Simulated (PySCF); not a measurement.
CH5BFN, C2H7NSi, CH6ClNSi, CH6NOSi (calculated)

Computed with PySCF 2.14.0. Calculation on a computer-drawn molecule: the log of a Hartree-Fock and frozen-core CCSD(T) single point meant for a local Hartree-Fock minimum, with one planted fault or none, to be diagnosed. Offsets are logged minus clean, where the clean run is the same molecule without the fault. The reference is restricted for singlets and unrestricted otherwise, and also for a bond in bohr or an excited solution. Adding or removing an electron swaps singlet and doublet. The excited solution moves the top pair (singlet) or top alpha electron (doublet) to the lowest empty orbital. Highest occupied and lowest empty are orbital energies over both spins, largest force is the largest gradient component, triples share is (T) over the correlation energy, the T1 limit is 0.02 restricted and 0.045 unrestricted, electrons count all cores, a negative frequency is imaginary (commonest isotopes), and the dipole is about the centre of nuclear charge.

Common to all runs: meant charge 0; logged SCF converged yes; logged CC converged yes; logged SCF stable within its kind yes; possible faults no fault, one electron removed, one electron added, multiplicity raised by two, geometry at a saddle point, SCF held on an excited solution, minimal basis STO-3G, one bond length entered in bohr, all coordinates scaled.

(1) 
```xyz
9
formula=CH5BFN meant_multiplicity=1 meant_basis=cc-pVDZ logged_electrons=32 logged_basis_functions=81 logged_spin_squared=0.7102 logged_highest_occupied=-10.036 logged_lowest_empty=2.7561 logged_largest_force=0.026522 logged_T1_diagnostic=0.052142 logged_D1_diagnostic=0.25058 logged_triples_share=0.030494 logged_dipole_magnitude=1.8668 logged_energy_HF=-219.3376 logged_energy_CCSD(T)=-219.9709 planted_fault=one_bond_length_entered_in_bohr,row_6_of_the_drawn_bonds HF_energy_offset_from_clean_run=76.8 CCSD(T)_energy_offset_from_clean_run=77.75
C     -2.2043    -1.3813    -1.0950
N     -0.8737    -0.8737    -0.8512
B     -0.1957     0.0588    -1.6201
F      1.0449     0.4250    -1.2526
H     -2.8756    -1.1657    -0.2602
H     -2.6141    -0.9099    -1.9867
H     -2.1945    -3.4236    -1.3997
H     -0.4158    -1.2467    -0.0430
H     -0.6736     0.5519    -2.6010
```

Units: logged_highest_occupied, logged_lowest_empty in eV; logged_largest_force in hartree/bohr; logged_dipole_magnitude in debye; logged_energy_HF, logged_energy_CCSD(T) in hartree; HF_energy_offset_from_clean_run, CCSD(T)_energy_offset_from_clean_run in kcal/mol.

Drawn bonds:
```csv
atom,other atom,order
1,2,1
2,3,1
3,4,1
1,5,1
1,6,1
1,7,1
2,8,1
3,9,1
```

Notes: T1 above single-reference limit.

(2) 
```xyz
9
formula=CH5BFN meant_multiplicity=1 meant_basis=cc-pVDZ logged_electrons=32 logged_basis_functions=81 logged_spin_squared=2.023 logged_highest_occupied=-3.8074 logged_lowest_empty=0.16722 logged_largest_force=0.12685 logged_T1_diagnostic=0.017828 logged_D1_diagnostic=0.099374 logged_triples_share=0.02206 logged_dipole_magnitude=7.4129 logged_energy_HF=-219.23561 logged_energy_CCSD(T)=-219.84307 planted_fault=multiplicity_raised_by_two HF_energy_offset_from_clean_run=140.8 CCSD(T)_energy_offset_from_clean_run=158
C     -2.2043    -1.3813    -1.0950
N     -0.8737    -0.8737    -0.8512
B     -0.1957     0.0588    -1.6201
F      1.0449     0.4250    -1.2526
H     -2.8756    -1.1657    -0.2602
H     -2.6141    -0.9099    -1.9867
H     -2.1991    -2.4620    -1.2562
H     -0.4158    -1.2467    -0.0430
H     -0.6736     0.5519    -2.6010
```

Units: logged_highest_occupied, logged_lowest_empty in eV; logged_largest_force in hartree/bohr; logged_dipole_magnitude in debye; logged_energy_HF, logged_energy_CCSD(T) in hartree; HF_energy_offset_from_clean_run, CCSD(T)_energy_offset_from_clean_run in kcal/mol.

Drawn bonds:
```csv
atom,other atom,order
1,2,1
2,3,1
3,4,1
1,5,1
1,6,1
1,7,1
2,8,1
3,9,1
```

(3) 
```xyz
11
formula=C2H7NSi meant_multiplicity=1 meant_basis=cc-pV(D+d)Z logged_electrons=40 logged_basis_functions=100 logged_spin_squared=0 logged_highest_occupied=-6.844 logged_lowest_empty=2.4198 logged_largest_force=0.018965 logged_T1_diagnostic=0.023282 logged_D1_diagnostic=0.10234 logged_triples_share=0.035296 logged_dipole_magnitude=6.4088 logged_energy_HF=-423.12033 logged_energy_CCSD(T)=-423.74954 planted_fault=all_coordinates_scaled,by_+2.1_% HF_energy_offset_from_clean_run=2.796 CCSD(T)_energy_offset_from_clean_run=-0.191
C      1.7268    -0.0220     1.2620
N      0.4826     0.4799     0.6365
C     -0.7136    -0.1110     0.6531
Si    -2.4280     0.6552     0.2774
H      2.5543    -0.0326     0.5180
H      2.0232     0.6213     2.1220
H      1.5595    -1.0567     1.6283
H      0.5363     1.4009     0.1929
H     -0.6932    -1.1116     1.1411
H     -3.0464    -0.5497    -0.4403
H     -2.0459     1.6130    -0.8664
```

Units: logged_highest_occupied, logged_lowest_empty in eV; logged_largest_force in hartree/bohr; logged_dipole_magnitude in debye; logged_energy_HF, logged_energy_CCSD(T) in hartree; HF_energy_offset_from_clean_run, CCSD(T)_energy_offset_from_clean_run in kcal/mol.

Drawn bonds:
```csv
atom,other atom,order
1,2,1
2,3,1
3,4,2
1,5,1
1,6,1
1,7,1
2,8,1
3,9,1
4,10,1
4,11,1
```

Notes: T1 above single-reference limit.

(4) 
```xyz
11
formula=C2H7NSi meant_multiplicity=1 meant_basis=cc-pV(D+d)Z logged_electrons=41 logged_basis_functions=100 logged_spin_squared=0.7758 logged_highest_occupied=0.17757 logged_lowest_empty=8.4807 logged_largest_force=0.10192 logged_T1_diagnostic=0.016277 logged_D1_diagnostic=0.08 logged_triples_share=0.028315 logged_dipole_magnitude=8.8258 logged_energy_HF=-423.08178 logged_energy_CCSD(T)=-423.70217 planted_fault=one_electron_added HF_energy_offset_from_clean_run=26.99 CCSD(T)_energy_offset_from_clean_run=29.53
C      1.6913    -0.0215     1.2360
N      0.4727     0.4700     0.6234
C     -0.6989    -0.1087     0.6396
Si    -2.3780     0.6417     0.2717
H      2.5018    -0.0320     0.5073
H      1.9816     0.6085     2.0784
H      1.5275    -1.0349     1.5948
H      0.5253     1.3721     0.1889
H     -0.6789    -1.0887     1.1176
H     -2.9837    -0.5384    -0.4312
H     -2.0038     1.5798    -0.8485
```

Units: logged_highest_occupied, logged_lowest_empty in eV; logged_largest_force in hartree/bohr; logged_dipole_magnitude in debye; logged_energy_HF, logged_energy_CCSD(T) in hartree; HF_energy_offset_from_clean_run, CCSD(T)_energy_offset_from_clean_run in kcal/mol.

Drawn bonds:
```csv
atom,other atom,order
1,2,1
2,3,1
3,4,2
1,5,1
1,6,1
1,7,1
2,8,1
3,9,1
4,10,1
4,11,1
```

Notes: highest electron not bound in this basis.

(5) 
```xyz
10
formula=CH6ClNSi meant_multiplicity=1 meant_basis=cc-pV(D+d)Z logged_electrons=50 logged_basis_functions=104 logged_spin_squared=0 logged_highest_occupied=-10.653 logged_lowest_empty=4.5054 logged_largest_force=0.024901 logged_T1_diagnostic=0.0090923 logged_D1_diagnostic=0.028856 logged_triples_share=0.023929 logged_dipole_magnitude=2.4236 logged_energy_HF=-844.32426 logged_energy_CCSD(T)=-844.94009 planted_fault=all_coordinates_scaled,by_-2.6_% HF_energy_offset_from_clean_run=4.521 CCSD(T)_energy_offset_from_clean_run=7.153
C      0.2145     1.9488     1.0995
N      0.3110     0.5877     0.7206
Si     0.3329    -0.6954     1.7633
Cl     2.0418    -0.8476     2.8634
H     -0.3077     2.5051     0.3591
H     -0.3351     2.0307     2.0053
H      1.1656     2.4036     1.2537
H      0.7428     0.4620    -0.1465
H      0.2466    -1.9049     1.0021
H     -0.7164    -0.5551     2.7272
```

Units: logged_highest_occupied, logged_lowest_empty in eV; logged_largest_force in hartree/bohr; logged_dipole_magnitude in debye; logged_energy_HF, logged_energy_CCSD(T) in hartree; HF_energy_offset_from_clean_run, CCSD(T)_energy_offset_from_clean_run in kcal/mol.

Drawn bonds:
```csv
atom,other atom,order
1,2,1
2,3,1
3,4,1
1,5,1
1,6,1
1,7,1
2,8,1
3,9,1
3,10,1
```

(6) 
```xyz
10
formula=CH6ClNSi meant_multiplicity=1 meant_basis=cc-pV(D+d)Z logged_electrons=51 logged_basis_functions=104 logged_spin_squared=0.7574 logged_highest_occupied=3.6719 logged_lowest_empty=9.2177 logged_largest_force=0.021405 logged_T1_diagnostic=0.018803 logged_D1_diagnostic=0.1142 logged_triples_share=0.027942 logged_dipole_magnitude=1.2733 logged_energy_HF=-844.18261 logged_energy_CCSD(T)=-844.8298 planted_fault=one_electron_added HF_energy_offset_from_clean_run=93.4 CCSD(T)_energy_offset_from_clean_run=76.36
C      0.2202     2.0008     1.1289
N      0.3193     0.6034     0.7399
Si     0.3418    -0.7140     1.8104
Cl     2.0963    -0.8703     2.9398
H     -0.3159     2.5720     0.3687
H     -0.3441     2.0849     2.0588
H      1.1967     2.4677     1.2872
H      0.7627     0.4744    -0.1504
H      0.2531    -1.9558     1.0288
H     -0.7355    -0.5699     2.8000
```

Units: logged_highest_occupied, logged_lowest_empty in eV; logged_largest_force in hartree/bohr; logged_dipole_magnitude in debye; logged_energy_HF, logged_energy_CCSD(T) in hartree; HF_energy_offset_from_clean_run, CCSD(T)_energy_offset_from_clean_run in kcal/mol.

Drawn bonds:
```csv
atom,other atom,order
1,2,1
2,3,1
3,4,1
1,5,1
1,6,1
1,7,1
2,8,1
3,9,1
3,10,1
```

Notes: highest electron not bound in this basis.

(7) 
```xyz
10
formula=CH6NOSi meant_multiplicity=2 meant_basis=cc-pV(D+d)Z logged_electrons=42 logged_basis_functions=95 logged_spin_squared=0 logged_highest_occupied=0.59871 logged_lowest_empty=9.0941 logged_largest_force=0.10706 logged_T1_diagnostic=0.012496 logged_D1_diagnostic=0.042324 logged_triples_share=0.02487 logged_dipole_magnitude=6.1454 logged_energy_HF=-459.57752 logged_energy_CCSD(T)=-460.24689 planted_fault=one_electron_added HF_energy_offset_from_clean_run=37.07 CCSD(T)_energy_offset_from_clean_run=18.78
C     -1.1339     0.7130     0.7893
N     -1.0405     0.1327    -0.5377
Si    -2.2321    -0.8802    -1.2547
O     -1.5405    -1.7149    -2.5043
H     -1.7125     0.0551     1.4394
H     -0.1419     0.8195     1.2350
H     -1.6157     1.6964     0.7975
H     -0.4808     0.6830    -1.1631
H     -2.7196    -1.7766    -0.1684
H     -0.7301    -2.1733    -2.3295
```

Units: logged_highest_occupied, logged_lowest_empty in eV; logged_largest_force in hartree/bohr; logged_dipole_magnitude in debye; logged_energy_HF, logged_energy_CCSD(T) in hartree; HF_energy_offset_from_clean_run, CCSD(T)_energy_offset_from_clean_run in kcal/mol.

Drawn bonds:
```csv
atom,other atom,order
1,2,1
2,3,1
3,4,1
1,5,1
1,6,1
1,7,1
2,8,1
3,9,1
4,10,1
```

Notes: highest electron not bound in this basis.

(8) 
```xyz
10
formula=CH6NOSi meant_multiplicity=2 meant_basis=cc-pV(D+d)Z logged_electrons=41 logged_basis_functions=95 logged_spin_squared=1.4032 logged_highest_occupied=-8.8849 logged_lowest_empty=1.8217 logged_largest_force=0.026602 logged_T1_diagnostic=0.06074 logged_D1_diagnostic=0.3786 logged_triples_share=0.03237 logged_dipole_magnitude=3.0559 logged_energy_HF=-459.51658 logged_energy_CCSD(T)=-460.15849 planted_fault=one_bond_length_entered_in_bohr,row_9_of_the_drawn_bonds HF_energy_offset_from_clean_run=75.32 CCSD(T)_energy_offset_from_clean_run=74.25
C     -1.1339     0.7130     0.7893
N     -1.0405     0.1327    -0.5377
Si    -2.2321    -0.8802    -1.2547
O     -1.5405    -1.7149    -2.5043
H     -1.7125     0.0551     1.4394
H     -0.1419     0.8195     1.2350
H     -1.6157     1.6964     0.7975
H     -0.4808     0.6830    -1.1631
H     -2.7196    -1.7766    -0.1684
H     -0.0090    -2.5812    -2.1739
```

Units: logged_highest_occupied, logged_lowest_empty in eV; logged_largest_force in hartree/bohr; logged_dipole_magnitude in debye; logged_energy_HF, logged_energy_CCSD(T) in hartree; HF_energy_offset_from_clean_run, CCSD(T)_energy_offset_from_clean_run in kcal/mol.

Drawn bonds:
```csv
atom,other atom,order
1,2,1
2,3,1
3,4,1
1,5,1
1,6,1
1,7,1
2,8,1
3,9,1
4,10,1
```

Notes: T1 above single-reference limit.
